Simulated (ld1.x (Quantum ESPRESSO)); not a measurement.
# What one change does to a pseudopotential (Hf (Z = 72), TM)

| Item | Value |
| --- | --- |
| Element | hafnium (Hf) |
| Generator | ld1.x (Quantum ESPRESSO) 7.5 |
| Type | norm-conserving Troullier–Martins (Kleinman–Bylander form) |
| Functional | PBEsol |
| Relativity | scalar-relativistic |
| Frozen core | [Kr] 4d10 4f14 |
| Valence charge | 12 |
| Reference configuration | 5s2 5p6 5d1 6s0 6p0 (charge +3) |
| Partial waves | 5s (bound): rc 1.15 bohr; 5p (bound): rc 1.80 bohr; 5d (bound): rc 2.65 bohr |
| Local potential | all-electron potential smoothed inside 1.45 bohr (lloc = -1) |
| Core correction | a·sin(br)/r model core inside 0.85 bohr |

All-electron outer shells of the reference configuration (PBEsol, scalar-relativistic, ld1.x):

```json
{"shell": "5s", "level (eV)": "-94.32", "outermost node (bohr)": "0.55", "outermost maximum (bohr)": "1.01"}
{"shell": "5p", "level (eV)": "-62.55", "outermost node (bohr)": "0.60", "outermost maximum (bohr)": "1.16"}
{"shell": "4f", "level (eV)": "-44.19", "outermost node (bohr)": "–", "outermost maximum (bohr)": "0.45"}
{"shell": "5d", "level (eV)": "-27.10", "outermost node (bohr)": "0.66", "outermost maximum (bohr)": "1.57"}
{"shell": "6s", "level (eV)": "-25.76", "outermost node (bohr)": "1.34", "outermost maximum (bohr)": "2.52"}
{"shell": "6p", "level (eV)": "-19.07", "outermost node (bohr)": "1.58", "outermost maximum (bohr)": "3.08"}
```

Change: core [Xe] 4f14, valence charge 4; reference 5d2 6s2 6p0; waves now 6s (bound): rc 2.60 bohr; 6p (bound): rc 3.15 bohr; 5d (bound): rc 2.65 bohr; local potential all-electron potential smoothed inside 2.85 bohr (lloc = -2); core correction a·sin(br)/r model core, default radius (core density twice the valence density).

Cutoffs: the cutoffs (Ry, on a coarse ladder) from which the occupation-weighted sum of valence levels, in a spherical-Bessel basis at the reference potential, stays within 10 and 1 mRy of its value at 400 Ry; they do not see the model core or the augmentation charge, which bear on the density cutoff. Errors are all-electron minus pseudo energies relative to the spin-unpolarised reference configuration.

Problem. What does the change do?

Solution. The potential gets softer (90 Ry and 180 Ry → 21 Ry and 25 Ry); neither file shows a bound ghost. The shells moved into the core no longer need plane waves of their own. Several settings change at once here, so the effects cannot be laid on one of them.

```csv
quantity,base,changed
"cutoff, loose",90 Ry,21 Ry
"cutoff, tight",180 Ry,25 Ry
bound ghosts,none,none
"largest error over its own tests, meV",+124,-287
```
